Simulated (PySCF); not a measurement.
C3H6Cl, SMILES [C](C)(C)Cl (connectivity only; charge and spin as stated), charge +1, multiplicity 1.

Coordinates come from a B3LYP-D3(BJ)/def2-SVP optimisation. The spin state was assumed, not searched. The isomer is the one that the SMILES or the coordinates give; other isomers of the formula were not compared.

Method: PySCF with r2SCAN/def2-TZVP.

The molecule is in vacuum.

The total energy is -577.77195 hartree, the point group is C2 and the highest occupied level is -14.00 eV. The lowest empty level is -9.84 eV and the orbital gap comes out as 4.16 eV. The dipole moment about the centre of nuclear charge is 2.61 D and the mean static polarisability is 46.6 bohr³ (6.90 Å³). The polarisability, principal values comes out as 33.4, 48.7, 57.7 bohr³.
